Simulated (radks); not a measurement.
Values are calculated unless marked as measured or tabulated.
Initial-state core-level shifts of the ruthenium ion Ru3+ when its valence configuration changes from [Kr] 4d5. Level of theory: Dirac Kohn-Sham, PBE, spin-unpolarised, spherical densities, finite nucleus; open shells fill j = l - 1/2 first; Fermi nuclear charge, rms radius 4.4809 fm (a radial shooting solver on a logarithmic mesh with Libxc functionals). Shifts are changes of the shell-averaged eigenvalues in eV (positive: less bound); the change of the density at the nucleus, which sets a Mossbauer isomer shift, is in e/bohr^3, on a base of 1.101e+05.

4d4 5p1: 3s -6.639; 3p -6.639; 4s -5.865; 4p -5.589; density at nucleus +4.98
4d3 5p2: 3s -13.650; 3p -13.649; 4s -11.858; 4p -11.273; density at nucleus +11.10
4d4.5 5p0.5: 3s -3.281; 3p -3.281; 4s -2.919; 4p -2.786; density at nucleus +2.37
4d3 5s2: 3s -11.580; 3p -11.581; 4s -9.862; 4p -9.318; density at nucleus +73.32
4d3.5 5s1 5p0.5: 3s -9.069; 3p -9.069; 4s -7.844; 4p -7.437; density at nucleus +38.15
4d3 5s1 5p1: 3s -12.622; 3p -12.622; 4s -10.868; 4p -10.304; density at nucleus +42.51
4d2 5p3: 3s -21.057; 3p -21.055; 4s -18.016; 4p -17.094; density at nucleus +17.74
4d1 5p4: 3s -28.688; 3p -28.684; 4s -24.160; 4p -22.883; density at nucleus +25.25
4d2 5s2 5p1: 3s -18.896; 3p -18.896; 4s -15.960; 4p -15.086; density at nucleus +85.28
